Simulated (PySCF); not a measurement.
# Structure from 2D NMR

Compound of formula C6H9AlN2. Correlations simulated from computed shifts and the bond graph:

HSQC (one-bond C–H):
```
  δH     δC
9.80  158.6
9.11  162.5
8.29  154.9
8.19  168.5
7.60  126.7
```

COSY cross peaks (H two or three bonds apart, from the bond graph; peaks can be absent where the dihedral angle is near 90°):
```
  δH    δH
9.11  7.60
8.29  7.60
```

HMBC (two and three bonds, from the bond graph):
```
  δH                                 δC
9.80         168.5, 162.5, 154.9, 131.4
9.11                158.6, 154.9, 126.7
8.29  168.5, 162.5, 158.6, 131.4, 126.7
8.19                158.6, 154.9, 131.4
7.60                162.5, 154.9, 131.4
4.19                       162.5, 158.6
```

Carbons without hydrogens: δ 131.4.

[PySCF: PBE0-D3(BJ)/def2-SVP geometry; NMR shieldings at HF/pcSseg-1/GIAO; equivalent nuclei averaged; one conformer; non-relativistic Hamiltonian; in vacuum]

Chemical shifts δ = σref − σ; TMS for 1H (σref 31.69) and 13C (σref 190.85), all at this level.

Exchangeable hydrogens are left out of these lists.

Task: Work out the connectivity.

Result: `InChI=1S/C6H6N2.Al.3H/c7-4-6-2-1-3-8-5-6;;;;/h1-5,7H;;;;/b7-4-;;;;`.

Structure with atom numbers: `[H]/[N:1]=[CH:2]\[c:3]1[cH:4][cH:5][cH:6][n+:7]([AlH3-:8])[cH:9]1`. Each H is labelled by its parent atom.

1. δC 168.5 is C2, a C=N carbon (δH 8.19).
2. δC 162.5 is C6, an aromatic CH next to a ring nitrogen (δH 9.11).
3. δC 158.6 is C9, an aromatic CH next to a ring nitrogen (δH 9.80).
4. δC 154.9 is C4, an aromatic CH (δH 8.29).
5. δC 131.4 is C3, a substituted aromatic carbon.
6. δC 126.7 is C5, an aromatic CH (δH 7.60).
7. HMBC from δH 9.80 reaches the proton-free carbon C3.
8. HMBC from δH 8.29 reaches the proton-free carbon C3.
9. HMBC from δH 8.19 reaches the proton-free carbon C3.
10. HMBC from δH 7.60 reaches the proton-free carbon C3.
11. COSY links 9.11–7.60, 8.29–7.60.

This is the structure that produced the data.

OH and NH positions are those of a molecule without intermolecular hydrogen bonds; in solution they move with solvent, concentration and temperature, and exchange usually removes their couplings. Hydrides on Al or Ga are broadened by the quadrupolar metal nucleus. Shifts are as computed. Against solution values, carbons near 30 ppm lie about -0 ppm off and those near 130 ppm about +7 ppm. Of 1309 compounds with measured shifts, 239 miss one by over three times the rms of a fit or turn the order of signals round; such compounds aren't used in these exercises.
